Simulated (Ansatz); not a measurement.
Consider the ligand exchange at a Ge–O bond: `[GeH3][O]C[TeH]` + `CNBF` → `C[N]([GeH3])BF` + `OC[TeH]`.

Computed with Ansatz on PBE0-D4/def2-TZVP structures; ΔE is electronic, products minus reactants. CCSD(T)/CBS adds triple-zeta CCSD(T) − MP2 to the extrapolated MP2 energy (def2 sets, frozen cores). This one scheme is used for every species. DFT in def2-TZVPP. B3LYP here is the variant with VWN-RPA as its local correlation; programs differ in this. Elements past krypton have def2 core potentials. For Ge, Te outer-core shells are correlated without core-valence functions, which leaves a few kJ/mol of doubt a bond. Scalar relativity is left out up to krypton. Each species was taken in one conformer, which may not be the lowest.

```json
{"level": "B3LYP-D4", "ΔE (kJ/mol)": "20.7"}
{"level": "r2SCAN", "ΔE (kJ/mol)": "18.0"}
{"level": "CCSD(T)/def2-TZVPP", "ΔE (kJ/mol)": "15.4"}
{"level": "HF/def2-QZVPP", "ΔE (kJ/mol)": "31.7"}
```

Task: What does CCSD(T)/CBS give? (An estimate is asked.)

Result: Ansatz gave: +15.5 kJ/mol. The listed levels differ from it by 5.2, 2.5, -0.1, 16.2 kJ/mol.

Largest T1 diagnostic among the species: 0.012.

The D4 term adds −3.6 kJ/mol with B3LYP and −1.8 kJ/mol with PBE0; it sums over pairs of atoms, weighted by their polarisabilities, and B3LYP, whose exchange is more repulsive, gets the larger term. In def2-TZVPP, CCSD(T) changes the Hartree–Fock value by −14.9 kJ/mol (the triples alone add −1.9 kJ/mol) and MP2 by −15.1 kJ/mol.
